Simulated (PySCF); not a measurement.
## [Sr2Cl]+: from structure and modes to constants

Computed with PySCF, PBE0, basis Cl def2-TZVP, Sr def2-TZVP with ECP28 (scalar-relativistic core potentials, no spin–orbit coupling, density fitting).

The singlet minimum has C2v symmetry. Masses (u): Cl 34.96885, Sr 87.90561.

```xyz
3
charge 1 multiplicity 1, angstrom
Cl    0.0000    0.0000   -1.6987
Sr    1.8418    0.0000    0.3395
Sr   -1.8418    0.0000    0.3395
```

Harmonic wavenumbers (cm⁻¹): 109.8 (a1, ×1), 163.4 (b2, ×1), 237.0 (a1, ×1).

(1) Find the principal moments of inertia and the rotational constants. What kind of rotor is it?

(2) What is the harmonic zero-point energy?

(3) Find the vibrational entropy and heat capacity at 298.15 K.

(4) Give the standard entropy (298.15 K, 1 bar) by its translational, rotational, vibrational and spin parts, and Cp.

Results:

(1) About the centre of mass I = 121.17, 596.4, 717.57 u Å². With B = 16.8576/I this gives 0.1391, 0.02827, 0.02349 cm⁻¹. The molecule is an asymmetric top with κ = -0.92.

(2) Half the sum of all 3 wavenumbers, 510/2 = 255 cm⁻¹, which is 3.1 kJ/mol (1 cm⁻¹ = 0.0119627 kJ/mol).

(3) With u = 1.43878 ω/T, each mode gives S = R[u/(eᵘ−1) − ln(1−e⁻ᵘ)] and C = R u² eᵘ/(eᵘ−1)².
```tsv
ω (cm⁻¹)	u	S (J/(mol K))	C (J/(mol K))
109.8	0.530	13.69	8.12
163.4	0.789	10.50	7.90
237.0	1.144	7.64	7.46
```
The sums over all modes are S = 31.8 and C = 23.5 J/(mol K); the softest mode gives 43 % of the entropy.

(4) Sackur–Tetrode with M = 210.78 u gives 175.6; rotation with symmetry number 2 gives 116.6; vibration 31.8; spin R ln 1 = 0.0. The total is 324.0 J/(mol K), and Cp = 4 R + 23.5 = 56.7 J/(mol K).

Only a few start shapes were tried, so a lower isomer may exist.
